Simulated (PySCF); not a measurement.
PbClI, SMILES [Cl][Pb][I] (connectivity only; charge and spin as stated), neutral, multiplicity 1. Heavy atoms are numbered as in [Pb:1]([Cl:2])[I:3].

Coordinates come from a PBE-D3(BJ)/def2-SVP optimisation. The def2 effective core potentials stand for the cores of I, Pb; spin–orbit coupling is left out.

Computed with HF/def2-TZVPD (PySCF).

Mulliken values depend strongly on the basis, most of all with diffuse functions as here. ESP charges are fitted to the potential on shells at 1.4 to 2.0 van der Waals radii. Atomic charges (e), one atom of each kind:

```tsv
atom	Mulliken	ESP fit
Pb1	0.86	0.65
Cl2	-0.53	-0.36
I3	-0.33	-0.29
```
